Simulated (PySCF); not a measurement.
# Scandium: highly charged ions in a basis for the neutral atom

Sc¹⁷⁺ [He] 2s2, Sc¹⁸⁺ [He] 2s1. All numbers are calculated (PySCF 2.14, the non-relativistic Hamiltonian (point nucleus), in cc-pVDZ). No spin-orbit coupling, so a gap to NIST mixes the basis error with missing relativistic terms.

Changed run: basis of the neutral atom used for a highly charged ion. This setting is unsound on purpose.

```json
{"species": "Sc¹⁷⁺", "method": "UHF", "sound run (hartree)": "not run", "changed run (hartree)": "-518.41625", "converged": "yes"}
{"species": "Sc¹⁷⁺", "method": "MN15", "sound run (hartree)": "not run", "changed run (hartree)": "-518.48745", "converged": "yes"}
{"species": "Sc¹⁷⁺", "method": "TPSS", "sound run (hartree)": "not run", "changed run (hartree)": "-518.60933", "converged": "yes"}
{"species": "Sc¹⁸⁺", "method": "UHF", "sound run (hartree)": "not run", "changed run (hartree)": "-474.55871", "converged": "yes"}
{"species": "Sc¹⁸⁺", "method": "MN15", "sound run (hartree)": "not run", "changed run (hartree)": "-474.55457", "converged": "yes"}
{"species": "Sc¹⁸⁺", "method": "TPSS", "sound run (hartree)": "not run", "changed run (hartree)": "-474.65887", "converged": "yes"}
```

Ionisation energy of Sc¹⁷⁺:

| method | changed run (eV) | NIST (eV) |
| --- | --- | --- |
| UHF | 1193.4 | 1213.1 ± 0.4 |
| MN15 | 1195.5 | 1213.1 ± 0.4 |
| TPSS | 1196.0 | 1213.1 ± 0.4 |

The contracted functions were made for the neutral atom and can be too rigid for a highly charged ion.
